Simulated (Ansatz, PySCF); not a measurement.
Process, species as SMILES: C/C=C\CCC -> [H]/[C]=C/CCC + [CH3] (CH3) (the C-C bond at the site shown breaks; other sites are not compared here)
Each molecule is optimised on its own at B3LYP-D3(BJ)/def2-TZVP (Ansatz, a program for electronic structure), one conformer each, not searched for the lowest. Frequencies are from Ansatz or PySCF. Markedly spin-contaminated UHF reference, which strains HF, MP2 and, less, CCSD(T): [H]/[C]=C/CCC.
Geometry of the first species:
```xyz
18

C      2.7637     0.3147     0.6928
C      1.4889     0.7015    -0.0503
C      0.5208    -0.4765    -0.2222
C     -0.7015    -0.1081    -1.0061
C     -1.9615    -0.0623    -0.5785
C     -2.4742    -0.3864     0.7906
H      3.4345     1.1684     0.8058
H      2.5364    -0.0645     1.6922
H      3.3076    -0.4686     0.1591
H      0.9744     1.5056     0.4835
H      1.7429     1.1041    -1.0358
H      0.2543    -0.8680     0.7613
H      1.0481    -1.2855    -0.7418
H     -0.5138     0.1725    -2.0396
H     -2.7210     0.2438    -1.2926
H     -1.6829    -0.6708     1.4822
H     -3.0011     0.4719     1.2178
H     -3.1968    -1.2069     0.7501
```

Quantity: bond dissociation energy (0 K, with B3LYP-D3(BJ) harmonic zero-point energies), in kcal/mol. Correlated levels leave the core frozen unless marked. Open shells are spin-unrestricted. No spin-orbit coupling. Non-relativistic. Basis-set limits of correlation are two-point, X^-3; Hartree-Fock from the larger set.

```
level                        program  bond dissociation energy (kcal/mol)
--------------------  --------------  -----------------------------------
revPBE-D4/def2-TZVPD  Ansatz + dftd4                                 95.7
r2SCAN/def2-TZVPD             Ansatz                                 90.1
```

Q: What does CCSD(T)/CBS(cc-pVTZ,cc-pVQZ) (Ansatz) give?

A: 99.0 kcal/mol, so r2SCAN/def2-TZVPD differs from it by -8.9 kcal/mol.
